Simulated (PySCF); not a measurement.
(OH)2Sn(OSiH2)2O.
Geometry (PBE0-D3(BJ)/def2-SVP, Å), atoms numbered from 1 in this order:
```xyz
14
H6O5Si2Sn angstrom
Sn    -1.414   -0.332   -0.331
O     -2.243   -2.085   -0.090
O     -2.694    0.942   -1.081
O      0.135   -0.360   -1.544
Si     1.727   -0.102   -1.145
O      1.805    0.437    0.423
Si     0.857    0.691    1.762
O     -0.695    0.207    1.420
H     -2.196   -2.356    0.837
H     -2.345    1.329   -1.894
H      2.493   -1.373   -1.255
H      2.289    0.942   -2.043
H      1.381   -0.124    2.891
H      0.878    2.141    2.093
```

Theory: PBE0-D3(BJ)/def2-SVP geometry optimisation, gas phase, def2 core potentials past Kr in PySCF 2.14.0.

Which atoms are bound to Sn1, and at what distances?

4 atoms: O2 1.955 Å, O3 1.955 Å, O4 1.967 Å, O8 1.968 Å. The nearest atom not counted as bound is H10, at 2.46 Å (others tie with it).

List the angles at Sn1.

```json
{"angle": "O3–Sn1–O8", "degrees": "113.7", "distance of the outer atoms (Å)": "3.28"}
{"angle": "O2–Sn1–O4", "degrees": "113.4", "distance of the outer atoms (Å)": "3.28"}
{"angle": "O2–Sn1–O3", "degrees": "110.7", "distance of the outer atoms (Å)": "3.22"}
{"angle": "O2–Sn1–O8", "degrees": "106.9", "distance of the outer atoms (Å)": "3.15"}
{"angle": "O3–Sn1–O4", "degrees": "106.8", "distance of the outer atoms (Å)": "3.15"}
{"angle": "O4–Sn1–O8", "degrees": "105.4", "distance of the outer atoms (Å)": "3.13"}
```

What is the shape at Sn1?

Distorted tetrahedral: angles from 105.4° to 113.7°; τ4 = (360° − α − β)/141° = 0.94 with α and β the two widest (0 for a square, 1 for a tetrahedron). The Sn–O distances aren't all alike: 1.955 to 1.968 Å.

What are the other bond lengths?

O2–H9, O3–H10 0.966 Å; O4–Si5, Si7–O8 1.662 Å; Si5–O6, O6–Si7 1.660 Å; Si5–H11 and 3 like bonds 1.488 Å.

Give some angles away from the centre.

Sn1–O4–Si5 127.2°, O4–Si5–O6 108.8°, Si5–O6–Si7 141.7°.

What are the rotational constants (commonest isotopes, rigid rotor)?

A = 1505, B = 754.4, C = 624.1 MHz: an asymmetric top.

Charge 0, singlet. Stationary, but not proved a minimum.

One conformer stands for the species.
